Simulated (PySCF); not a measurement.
A structure optimised at PBE-D3(BJ)/def2-TZVP, used in a PySCF frequency run:

```
Hg
Cl 1 2.2752
Cl 1 2.2752 2 180.00
```
Charge 0, spin multiplicity 1.

Problem. Write its SMILES, formula and point group.

Solution. [Cl][Hg][Cl], Cl2Hg, D∞h

Problem. What are its rotational constants (standard atomic weights)?

Solution. 1.3770 GHz (linear rotor, B only)
